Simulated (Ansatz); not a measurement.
Gas-phase electronic energies from Ansatz, PBE0-D4/def2-TZVP geometries. CCSD(T)/CBS adds triple-zeta CCSD(T) − MP2 to the extrapolated MP2 energy (def2 sets, frozen cores). This one scheme is used for every species. DFT in def2-TZVPP. B3LYP here is the variant with VWN-RPA as its local correlation; programs differ in this. One conformer a species, not always the lowest.

`COB(C)N` + `C[SiH3]` → `CB(N)C[SiH3]` + CH₃OH  (formal exchange of groups at a B–O bond)

| level | ΔE (kJ/mol) | difference from CCSD(T)/CBS |
| --- | --- | --- |
| PBE-D4 | 100.8 | -4.2 |
| r2SCAN-D4 | 109.4 | 4.4 |
| B3LYP-D4 | 109.9 | 4.9 |
| ωB97X-V | 108.3 | 3.3 |
| ωB97M-V | 108.0 | 3.0 |
| B2PLYP | 112.7 | 7.7 |
| PBE | 103.8 | -1.2 |
| r2SCAN | 110.4 | 5.4 |
| B3LYP | 114.8 | 9.8 |
| MP2/def2-TZVPP | 105.6 | 0.6 |
| SCS-MP2/def2-TZVPP | 108.5 | 3.5 |
| CCSD(T)/def2-TZVPP | 106.7 | 1.7 |
| HF/def2-QZVPP | 122.7 | 17.7 |
| SCS-MP2/def2-QZVPP | 107.7 | 2.7 |
| HF/CBS(def2) | 122.8 | 17.8 |
| CCSD/CBS(def2) | 106.8 | 1.8 |
| CCSD(T)/CBS | 105.0 | 0 |

Largest T1 diagnostic among the species: 0.011.

In def2-TZVPP, CCSD(T) changes the Hartree–Fock value by −15.7 kJ/mol (the triples alone add −1.7 kJ/mol) and MP2 by −16.9 kJ/mol. The D4 term adds −4.9 kJ/mol with B3LYP and −2.9 kJ/mol with PBE0; it sums over pairs of atoms, weighted by their polarisabilities, and B3LYP, whose exchange is more repulsive, gets the larger term.
